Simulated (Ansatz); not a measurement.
System: HTe, charge 1, multiplicity 1. 
Structure (B3LYP-D3(BJ)/def2-TZVP (Ansatz, a quantum-chemistry and plane-wave program) minimum search):
```
Te
H 1 1.6733
```
Charge +1, spin multiplicity 1.

Basis-set convergence of Hartree-Fock and MP2 correlation energies (hartree) with Ansatz. Valence correlation only, unless marked. Spin-orbit coupling is left out. Frozen are the shells of the preceding noble gas and the d and f shells that filled before the atom's block. In def2 rows, elements after Kr have scalar-relativistic effective core potentials.

The Hartree-Fock reference is unstable (checked in the largest basis), which strains HF and MP2. 

```csv
basis,functions,E(HF),"E(corr, MP2)"
def2-SVP,31,-267.20069,-0.07619
def2-TZVPP,64,-267.21235,-0.10289
def2-QZVPP,112,-267.21426,-0.11383
```

Extrapolating the two largest sets (X = 3 and 4) as X^-3: E(corr) = (64·(-0.11383) - 27·(-0.10289))/37 = -0.1218 Eh, an estimate of the basis-set limit. The largest set recovers 93.4 % of it, the smallest 62.6 %.
